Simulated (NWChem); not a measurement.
**Basis-set convergence for OPb**

```xyz
2

Pb     0.0000     0.0000     0.1728
O      0.0000     0.0000    -1.7711
```
Charge 0, spin multiplicity 1.

Program: NWChem. The geometry was optimised at B3LYP/def2-SVP with def2 effective core potentials on Pb, a minimum by its harmonic frequencies.

Quantity: first vertical ionisation energy at the level G0W0@PBE.

Effective core potentials replace the inner electrons of Pb; spin-orbit coupling is left out. GW and range-separated runs recompute their integrals, the others keep them in memory, which bears on the times. The structure started from a generated list of species.

Costs are rough ratios of processor time within this set of runs, SCF included, with def2-SVP as 1.

```csv
basis,functions,first vertical ionisation energy (eV),relative cost
def2-SVP,40,7.91,1
def2-SVPD,55,[?],under 3
def2-TZVP,81,8.25,4
def2-TZVPP,81,8.25,4
def2-TZVPD,96,[?],4
def2-QZVP,139,[?],20
```

### Question
Complete the blanks.

### Answer

- def2-SVPD, first vertical ionisation energy (eV): 8.15
- def2-TZVPD, first vertical ionisation energy (eV): 8.32
- def2-QZVP, first vertical ionisation energy (eV): 8.46
